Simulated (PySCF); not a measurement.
Radial density of Mn²⁺ (manganese, charge +2)

UHF, [Ar] 3d4 4p1, one real determinant (an excited configuration). Computed with PySCF 2.14 in x2c-TZVPPall (6s5p4d2f1g, 64 functions), with the spin-free X2C one-electron Hamiltonian (Gaussian nucleus).

```json
{"r (bohr)": "0.00106", "4πr²ρ (e/bohr)": "0.2002", "4πr²(ρα − ρβ)": "0.0000"}
{"r (bohr)": "0.00179", "4πr²ρ (e/bohr)": "0.5090", "4πr²(ρα − ρβ)": "0.0000"}
{"r (bohr)": "0.00301", "4πr²ρ (e/bohr)": "1.279", "4πr²(ρα − ρβ)": "0.0000"}
{"r (bohr)": "0.00506", "4πr²ρ (e/bohr)": "3.101", "4πr²(ρα − ρβ)": "0.0000"}
{"r (bohr)": "0.00851", "4πr²ρ (e/bohr)": "7.039", "4πr²(ρα − ρβ)": "0.0001"}
{"r (bohr)": "0.0143", "4πr²ρ (e/bohr)": "14.30", "4πr²(ρα − ρβ)": "0.0002"}
{"r (bohr)": "0.0241", "4πr²ρ (e/bohr)": "24.15", "4πr²(ρα − ρβ)": "0.0009"}
{"r (bohr)": "0.0405", "4πr²ρ (e/bohr)": "30.10", "4πr²(ρα − ρβ)": "0.0039"}
{"r (bohr)": "0.0681", "4πr²ρ (e/bohr)": "25.70", "4πr²(ρα − ρβ)": "0.0165"}
{"r (bohr)": "0.115", "4πr²ρ (e/bohr)": "24.63", "4πr²(ρα − ρβ)": "0.0638"}
{"r (bohr)": "0.193", "4πr²ρ (e/bohr)": "33.29", "4πr²(ρα − ρβ)": "0.2681"}
{"r (bohr)": "0.324", "4πr²ρ (e/bohr)": "19.31", "4πr²(ρα − ρβ)": "1.2135"}
{"r (bohr)": "0.545", "4πr²ρ (e/bohr)": "12.39", "4πr²(ρα − ρβ)": "3.2915"}
{"r (bohr)": "0.917", "4πr²ρ (e/bohr)": "12.69", "4πr²(ρα − ρβ)": "3.5150"}
{"r (bohr)": "1.54", "4πr²ρ (e/bohr)": "2.863", "4πr²(ρα − ρβ)": "1.3825"}
{"r (bohr)": "2.60", "4πr²ρ (e/bohr)": "0.5631", "4πr²(ρα − ρβ)": "0.5400"}
{"r (bohr)": "4.37", "4πr²ρ (e/bohr)": "0.1237", "4πr²(ρα − ρβ)": "0.1237"}
{"r (bohr)": "7.34", "4πr²ρ (e/bohr)": "0.002338", "4πr²(ρα − ρβ)": "0.0023"}
```

Densities and radii are taken from the X2C orbitals without a picture-change correction, which distorts them close to the nucleus.

⟨L²⟩ = 8.01 against 12 for a pure F term, so this real determinant mixes terms.
